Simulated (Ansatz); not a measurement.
What each rung costs, and what it gives

Saddle point of BH5SO2, closed shell (BH₃O₂ ([OH][BH][OH]) + H₂S → BH₃SO₂ ([OH][B]([OH])[SH]) + H₂; bonds formed: B1–S6, H2–H5; bonds broken: B1–H2, H5–S6), PBE0-D4/def2-TZVP structure:

| atom | x (Å) | y (Å) | z (Å) |
| --- | --- | --- | --- |
| B1 | 0.3510 | -0.1429 | -0.1605 |
| H2 | 1.1648 | 0.7105 | 0.5102 |
| O3 | 0.2769 | 0.3651 | -1.4345 |
| O4 | 0.6637 | -1.4665 | 0.0690 |
| H5 | 0.2409 | 0.8227 | 0.9104 |
| S6 | -1.3893 | 0.4190 | 1.0390 |
| H7 | -0.0223 | -0.3057 | -2.0537 |
| H8 | 0.4177 | -1.8141 | 0.9267 |
| H9 | -1.7035 | 1.4117 | 0.1933 |

Barriers are electronic and count from the start structure reached by relaxing down the imaginary mode.

Program: Ansatz 0.2.0. Basis: as named in each row. Cores are frozen in the correlated methods. B3LYP uses VWN-RPA correlation. Extrapolation: Hartree–Fock as exp(−7.88 √X), correlation as X^−2.97.

Times are rough, for one single point on 4 threads of a shared host (AMD EPYC 7R43).

The estimate by CCSD(T) at an estimated basis limit (MP2 extrapolated from triple and quadruple zeta, plus CCSD(T) − MP2 in triple zeta) is 1.884 eV.

```json
{"method": "HF", "basis": "STO-3G", "time (s)": "under 1", "barrier (eV)": "3.939", "method less estimate": "2.055"}
{"method": "PBE-D4", "basis": "STO-3G", "time (s)": "under 1", "barrier (eV)": "2.374", "method less estimate": "0.490"}
{"method": "SPW92", "basis": "def2-SVP", "time (s)": "under 1", "barrier (eV)": "0.920", "method less estimate": "-0.964"}
{"method": "B3LYP-D4", "basis": "6-31G", "time (s)": "under 1", "barrier (eV)": "1.976", "method less estimate": "0.092"}
{"method": "PBE-D4", "basis": "def2-SVP", "time (s)": "1", "barrier (eV)": "1.281", "method less estimate": "-0.603"}
{"method": "PBE0-D4", "basis": "def2-SVP", "time (s)": "1", "barrier (eV)": "1.473", "method less estimate": "-0.411"}
{"method": "SPW92", "basis": "def2-TZVPP", "time (s)": "1", "barrier (eV)": "1.077", "method less estimate": "-0.807"}
{"method": "BLYP-D4", "basis": "def2-TZVPP", "time (s)": "2", "barrier (eV)": "1.690", "method less estimate": "-0.195"}
{"method": "PBE-D4", "basis": "def2-TZVPP", "time (s)": "2", "barrier (eV)": "1.404", "method less estimate": "-0.481"}
{"method": "PBE0-D4", "basis": "def2-TZVPP", "time (s)": "3", "barrier (eV)": "1.580", "method less estimate": "-0.304"}
{"method": "BHLYP-D4", "basis": "def2-TZVPP", "time (s)": "3", "barrier (eV)": "2.043", "method less estimate": "0.158"}
{"method": "B3LYP-D4", "basis": "def2-TZVPP", "time (s)": "3", "barrier (eV)": "1.814", "method less estimate": "-0.070"}
{"method": "CCSD(T)", "basis": "def2-SVP", "time (s)": "3", "barrier (eV)": "1.977", "method less estimate": "0.093"}
{"method": "wB97M-V", "basis": "def2-SVP", "time (s)": "4", "barrier (eV)": "1.680", "method less estimate": "-0.204"}
{"method": "r2SCAN-D4", "basis": "def2-TZVPP", "time (s)": "4", "barrier (eV)": "1.520", "method less estimate": "-0.364"}
{"method": "CAM-B3LYP-D4", "basis": "def2-TZVPP", "time (s)": "4", "barrier (eV)": "1.922", "method less estimate": "0.038"}
{"method": "r2SCAN0-D4", "basis": "def2-TZVPP", "time (s)": "6", "barrier (eV)": "1.652", "method less estimate": "-0.232"}
{"method": "PBE-QIDH", "basis": "def2-TZVPP", "time (s)": "6", "barrier (eV)": "1.755", "method less estimate": "-0.129"}
{"method": "RPA on PBE", "basis": "def2-TZVPP", "time (s)": "6", "barrier (eV)": "1.951", "method less estimate": "0.067"}
{"method": "B97M-V", "basis": "def2-TZVPP", "time (s)": "6", "barrier (eV)": "1.687", "method less estimate": "-0.197"}
{"method": "B2PLYP", "basis": "def2-TZVPP", "time (s)": "6", "barrier (eV)": "1.913", "method less estimate": "0.029"}
{"method": "wB97X-V", "basis": "def2-TZVPP", "time (s)": "8", "barrier (eV)": "1.873", "method less estimate": "-0.011"}
{"method": "wB97M-V", "basis": "def2-TZVPP", "time (s)": "8", "barrier (eV)": "1.832", "method less estimate": "-0.053"}
{"method": "MP2", "basis": "def2-QZVPP", "time (s)": "20", "barrier (eV)": "1.809", "method less estimate": "-0.075"}
{"method": "CCSD(T)", "basis": "def2-TZVPP", "time (s)": "78", "barrier (eV)": "1.915", "method less estimate": "0.031"}
```

All methods are single points on the PBE0-D4 structures.

No T1 diagnostic of these runs exceeds 0.013.

Labels in which every atom is bracketed show which atoms are joined, not bond orders.
